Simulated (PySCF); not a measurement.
hydrogen chloride (HCl), SMILES Cl. Heavy atoms are numbered as in [ClH:1]. Hydrogens are named by the atom that carries them.

The structure is a stationary point at B3LYP-D3(BJ)/def2-TZVP.

The numbers are results of KT2/pcSseg-1 (PySCF), not measurements.

GIAO shieldings, no solvent; atoms alike by connectivity are averaged. δ = σ(ref) − σ: ¹H against TMS (σ = 31.47 ppm), references at their B3LYP-D3(BJ)/def2-TZVP geometries, non-relativistic (without spin–orbit terms, shifts of atoms bonded to Cl or Br come out too high).

Computed chemical shifts:
```json
[
 {"nucleus": "¹H", "atoms": "H on Cl1", "count": "1", "δ (ppm)": "0.55"}
]
```
